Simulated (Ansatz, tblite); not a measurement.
Forces on As₃S₃ at its PBE0-D4/def2-SVP geometry. The state is a doublet with charge 0.

The xTB rows come from tblite. Another isomer (doublet) lies 0.66 eV lower at PBE0-D4/def2-TZVP; other spin states weren't run for this one.

GFN1-xTB (tblite), largest force 0.85 eV/Å:

```xyz
6
positions Å, forces eV/Å
As    1.296    0.951    0.796   -0.568   -0.305   -0.512
As   -0.092   -0.900    1.598   -0.040    0.197   -0.714
As   -1.930   -0.887    0.004    0.752    0.254   -0.223
S    -0.960    0.177   -1.679   -0.477   -0.157    0.690
S     0.023    1.812   -0.877    0.552   -0.447    0.405
S     1.663   -1.153    0.158   -0.220    0.457    0.355
```

GFN2-xTB (tblite), largest force 0.38 eV/Å:

```
As 0.037 -0.249 0.007
As 0.108 0.040 -0.235
As 0.037 -0.026 -0.084
S -0.204 -0.022 0.144
S 0.127 -0.030 -0.051
S -0.105 0.286 0.219
```

PBE-D4/def2-TZVP (Ansatz), largest force 0.28 eV/Å:

```
As 0.191 0.204 0.046
As -0.101 -0.182 0.174
As -0.143 -0.085 -0.078
S -0.014 0.150 0.086
S -0.066 0.021 -0.219
S 0.133 -0.108 -0.008
```
